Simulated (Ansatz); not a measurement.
An input meant for the cluster KH2⁻ (charge -1, singlet; atoms displaced at random, 0.03 Å in each coordinate).

```yaml
crystal:
  periodic: [false, false, false]
  atoms:
    - {symbol: K, position_ang: [-0.018308, 0.001089, 0.023379]}
    - {symbol: H, position_ang: [-0.031925, 1.163310, -2.161036]}
    - {symbol: H, position_ang: [0.023258, -1.091399, 2.283946]}
basis:
  gaussian: {orbitals: def2-TZVP, fitting: {mean_field: def2-universal-jkfit}}
total_charge: -1
hamiltonian: {xc: {name: wB97X-D}, dispersion: d3bj}
scf: {omitted_lower_state_checks: [starts]}
```

```sh
$ ansatz run in.yaml --threads 4 --pin off --events-out ev --progress --plain --max-ram 3916MiB
```

Output, abridged:

```
Error: YAML parse error: error: line 10 column 19: hamiltonian.xc: no functional is named "wB97X-D"; the names, which are not case-sensitive, are SVWN5, SPW92, PBE, PBE0, PBEsol, revPBE, revPBE0, RPBE, rPW86-PBE, HSE06, wPBEh, LC-wPBE, HISS, HF, BLYP, B3LYP, B3LYP5, BHLYP, CAM-B3LYP, r2SCAN, r2SCANh, r2SCAN0, r2SCAN50, m-r2SCAN, B97, wB97, wB97X, wB97X-V, B97M-V, wB97M-V, B2PLYP, B2GP-PLYP, PBE0-DH, PBE-QIDH
 8 |   gaussian: {orbitals: def2-TZVP, fitting: {mean_field: def2-universal-jkfit}}
 9 | total_charge: -1
10 | hamiltonian: {xc: {name: wB97X-D}, dispersion: d3bj}
11 | scf: {omitted_lower_state_checks: [starts]}
```

Q: What is wrong with this run?

A: The method's name isn't one that the program takes here. The input was rejected before any iteration.
